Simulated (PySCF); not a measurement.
# Electron correlation in S²⁺ (sulfur, charge +2)

[Ne] 3s2 3p2, high-spin 3P determinant. Computed with PySCF 2.14 in aug-cc-pV(D+d)Z (5s4p3d, 32 functions), with no relativity, point nucleus. Frozen: [Ne]; 4 electrons correlated.

MP2 pair energies summed by pair of shells (mhartree):

| pair | energy | share (%) |
| --- | --- | --- |
| 3s-3p | -33.38 | 61.0 |
| 3s-3s | -15.48 | 28.3 |
| 3p-3p | -5.85 | 10.7 |

Total MP2 correlation energy: -54.71 mhartree.

Same-spin part -8.77 and opposite-spin part -45.94 mhartree; SCS-MP2 scales them by 1/3 and 6/5 to -58.05 mhartree.

| level | correlation energy (mhartree) |
| --- | --- |
| CCSD | -77.93 |
| (T) | -1.02 |
| CCSD(T) | -78.95 |

Diagnostics: T1 = 0.0080, D1 = 0.0216, largest double amplitude 0.107.

Q: Is a single reference adequate?

A: Mostly. T1 lies below 0.03, but a double amplitude of this size points to a near-degeneracy that CCSD handles and MP2 describes poorly.
